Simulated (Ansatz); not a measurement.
CH₉GeN, closed shell: a saddle search.

Input (in.yaml):

```yaml
crystal:
  periodic: [false, false, false]
  atoms:
    - {symbol: Ge, position_ang: [-0.919500, 0.955400, 0.659400]}
    - {symbol: N, position_ang: [0.444200, 0.097500, -0.487700]}
    - {symbol: C, position_ang: [0.361000, -1.333000, -0.736800]}
    - {symbol: H, position_ang: [-2.155300, 0.686900, -0.194200]}
    - {symbol: H, position_ang: [-0.703400, 2.421200, 0.696600]}
    - {symbol: H, position_ang: [-1.064800, 0.179400, 1.911900]}
    - {symbol: H, position_ang: [1.174600, 0.463700, 0.382500]}
    - {symbol: H, position_ang: [1.229100, 1.051000, 1.492500]}
    - {symbol: H, position_ang: [0.615000, 0.593100, -1.358000]}
    - {symbol: H, position_ang: [-0.507600, -1.580000, -1.352800]}
    - {symbol: H, position_ang: [0.264900, -1.840300, 0.221500]}
    - {symbol: H, position_ang: [1.261800, -1.695000, -1.234900]}
basis:
  gaussian: {orbitals: def2-SVP}
hamiltonian: {xc: pbe0, dispersion: d4}
saddle:
  max_steps: 4
  mode_guess:
    - [0.1581, 0.1038, 0.2699]
    - [0.1315, -0.0208, 0.0139]
    - [0.0567, -0.0321, -0.0016]
    - [0.1950, -0.0146, 0.0411]
    - [-0.1010, 0.1181, 0.0499]
    - [-0.1114, -0.0119, 0.1016]
    - [-0.0795, -0.3155, -0.6764]
    - [-0.3640, 0.1688, 0.2067]
    - [0.0549, -0.0030, 0.0050]
    - [0.0264, 0.0718, 0.0059]
    - [0.0097, -0.0130, 0.0015]
    - [0.0236, -0.0515, -0.0173]
```

Run by:

```bash
ansatz run in.yaml --threads 4 --pin off --events-out ev --progress --plain --max-ram 9574MiB
```

The run's output (Ansatz 0.2.0):

```
Functional definition: PBE0
  name "PBE0"
  cite "Adamo & Barone, J. Chem. Phys. 110, 6158 (1999) doi:10.1063/1.478522"
  cite "Perdew, Burke & Ernzerhof, Phys. Rev. Lett. 77, 3865 (1996) doi:10.1103/PhysRevLett.77.3865"
  parent pbe
  parameter a = 0.25
  parameter kappa = 0.804
  parameter beta = 0.06672455060314922
  exchange = (1 - a)*pbe_x(kappa = kappa, mu = beta*pi^2/3) + a*exact_x
  correlation = pbe_c(beta = beta)
1165 factors; integrals over basis functions are off by at most 3.3e-4 eV
mean field evaluation 1: about -59165.8210 eV, gradient 4.3e1 eV
mean field evaluation 2: about -59162.6205 eV, gradient 5.7e1 eV
mean field evaluation 4: about -59169.6815 eV, gradient 2.3e0 eV
mean field evaluation 8: about -59169.7098 eV, gradient 6.5e-2 eV
mean field -59169.70985467 eV, -2174.4467304893 hartree, gradient 3.1e-5 eV, S^2 0.000000; 0 other end points of the search recorded, 0 dependent functions left out
the calculation of the forces begins
reference -59169.70988393 eV, -2174.4467315645 hartree; 27, 27 occupied and 78, 78 virtual orbitals, 1165 factors
these checks for a lower state are left out or cut short: stability, starts, cluster_reference, orbital_swaps, neighbouring_geometries, increment
1165 factors; integrals over basis functions are off by at most 3.4e-4 eV
mean field evaluation 16: about -59169.6828 eV, gradient 4.5e-1 eV
mean field -59169.70216245 eV, -2174.4464478054 hartree, gradient 1.4e-6 eV, S^2 0.000000; 0 other end points of the search recorded, 0 dependent functions left out
the calculation of the forces begins
reference -59169.70219170 eV, -2174.4464488805 hartree; 27, 27 occupied and 78, 78 virtual orbitals, 1165 factors
these checks for a lower state are left out or cut short: stability, starts, cluster_reference, orbital_swaps, neighbouring_geometries, increment
1165 factors; integrals over basis functions are off by at most 3.3e-4 eV
mean field -59169.70357525 eV, -2174.4464997250 hartree, gradient 2.7e-6 eV, S^2 0.000000; 0 other end points of the search recorded, 0 dependent functions left out
the calculation of the forces begins
reference -59169.70360451 eV, -2174.4465008001 hartree; 27, 27 occupied and 78, 78 virtual orbitals, 1165 factors
saddle step   1: F+E_penalty+E_count = -59169.89226150 eV  max|allowed force component| = 8.715e-1 eV/Å  curvature = -7.4677 eV/Å²  mode residual = 1.54e0 eV/Å²  Δτ_max = 0.0000 Å  (1 rotations, 3 force calls, 53 SCF iters)  cluster: 3 rotations left out, max|force component along them| = 3.002e-8 eV/Å
saddle step   2: F+E_penalty+E_count = -59169.92973464 eV  max|allowed force component| = 7.718e-1 eV/Å  curvature = -7.4867 eV/Å²  mode residual = 1.66e0 eV/Å²  Δτ_max = 0.1189 Å  (1 rotations, 3 force calls, 56 SCF iters)  cluster: 3 rotations left out, max|force component along them| = 1.079e-8 eV/Å
saddle step   3: F+E_penalty+E_count = -59169.97974137 eV  max|allowed force component| = 6.077e-1 eV/Å  curvature = -7.2460 eV/Å²  mode residual = 1.69e0 eV/Å²  Δτ_max = 0.0489 Å  (1 rotations, 3 force calls, 54 SCF iters)  cluster: 3 rotations left out, max|force component along them| = 1.636e-7 eV/Å
saddle step   4: F+E_penalty+E_count = -59169.99762355 eV  max|allowed force component| = 2.130e-1 eV/Å  curvature = -7.3333 eV/Å²  mode residual = 8.02e-1 eV/Å²  Δτ_max = 0.0576 Å  (1 rotations, 3 force calls, 53 SCF iters)  cluster: 3 rotations left out, max|force component along them| = 1.498e-7 eV/Å
Error: the saddle search did not converge after 4 steps: max|allowed force component| = 2.13e-1 eV/Å (threshold 5.0e-2). At the last step the curvature along the mode is -7.333 eV/Å² (extrapolated from the last rotation, not read by a force call), negative, as on the way to a saddle point. To go on, set a larger `saddle.max_steps` (a set value also replaces the default of 250 for a search that goes on from a second negative curvature), or search again from the last step's geometry and mode. Where this run's directory can be resumed (`checkpoint.write`), a resume goes on for up to `saddle.max_steps` more
F+E_penalty+E_count at the last step = -59169.99762355 eV
to start another search from the last step: its geometry and its mode (saddle.mode_guess, Cartesian):
  atoms:
    - { symbol: Ge, position_ang: [-0.84459495, 0.97795836, 0.70940796] }
    - { symbol: N, position_ang: [0.46778137, 0.08594934, -0.51122652] }
    - { symbol: C, position_ang: [0.35959450, -1.34811221, -0.75434774] }
    - { symbol: H, position_ang: [-2.05098386, 0.66116885, -0.23746626] }
    - { symbol: H, position_ang: [-0.75171943, 2.50754438, 0.77049746] }
    - { symbol: H, position_ang: [-1.11551516, 0.20644756, 2.00622764] }
    - { symbol: H, position_ang: [1.15918307, 0.44827640, 0.36129645] }
    - { symbol: H, position_ang: [1.13468332, 1.04277107, 1.42585718] }
    - { symbol: H, position_ang: [0.61615791, 0.61541966, -1.37764198] }
    - { symbol: H, position_ang: [-0.51677026, -1.62303072, -1.36462493] }
    - { symbol: H, position_ang: [0.27139536, -1.85362947, 0.22480956] }
    - { symbol: H, position_ang: [1.27078814, -1.72086323, -1.25278881] }
  mode_guess:
    - [0.16821393, 0.12350408, 0.27859987]
    - [0.12165941, -0.02772142, -0.00531613]
    - [0.05516524, -0.02914702, 0.00229251]
    - [0.20247858, -0.01163898, 0.03775239]
    - [-0.10281543, 0.12749391, 0.03199488]
    - [-0.12603055, -0.01767556, 0.10843767]
    - [-0.03189398, -0.34331024, -0.64994981]
    - [-0.37456347, 0.17303119, 0.19323457]
    - [0.04625699, -0.00213720, -0.00631485]
    - [0.01913230, 0.07234430, 0.01630687]
    - [0.00395164, -0.00671590, 0.00745582]
    - [0.01844534, -0.05802716, -0.01449379]


[the SCF lines of later steps are left out]
```

The lines “mean field evaluation” count trial sets of orbitals through the whole run, from several starts and some on an approximate energy, so they need not fall steadily or lie above the final value.

Hardware: 4 CPU threads of an AMD EPYC 9R45, shared host. Wall time about 6 s.


The run did not converge within its limit. Four steps were allowed, too few from this start.